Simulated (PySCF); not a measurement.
# Gas-phase XPS of GeH2Me(vinyl), computed

Compound: GeH2Me(vinyl), C3H8Ge.
Geometry (PBE0-D3(BJ)/def2-SVP, Å), atoms numbered from 1 in this order:
```xyz
12
C3H8Ge angstrom
Ge     0.806    0.308    0.315
H      0.683    0.291    1.854
H      2.300    0.232   -0.071
C      0.033    1.948   -0.415
H      0.582    2.830   -0.057
H     -1.019    2.038   -0.110
H      0.078    1.934   -1.514
C     -0.131   -1.250   -0.370
C     -0.840   -2.081    0.399
H     -0.084   -1.447   -1.449
H     -0.922   -1.939    1.483
H     -1.371   -2.946   -0.014
```

The calculation used delta-SCF UKS SCAN, pcX-2 on the ionised atom, pcseg-1 elsewhere, spin-free X2C (PySCF 2.14.0). Vertical ΔSCF values, vacuum level as zero.

Q: Give the core binding energies atom by atom.

A: 
```tsv
atom(s)	bonded to	level	binding energy (eV)	above the level's lowest (eV)	count
C8	C, H and Ge	C 1s	290.10	0.00	1
C4	3 H and Ge	C 1s	290.15	+0.05	1
C9	C and 2 H	C 1s	290.32	+0.22	1
```

The 3 C 1s values lie within 0.22 eV of each other; Gaussian lines of 0.5 eV full width would blend them into one maximum.

Q: Which photon energy gives electrons from C 1s of C4 a kinetic energy of 150 eV, and what is their de Broglie wavelength?

A: hν = 290.15 + 150 = 440.15 eV, recoil neglected; λ = 12.264 Å/√(E/eV) = 1.00 Å.

No level of germanium is listed. Geometry: PBE0-D3(BJ)/def2-SVP, one conformer, isolated molecule.
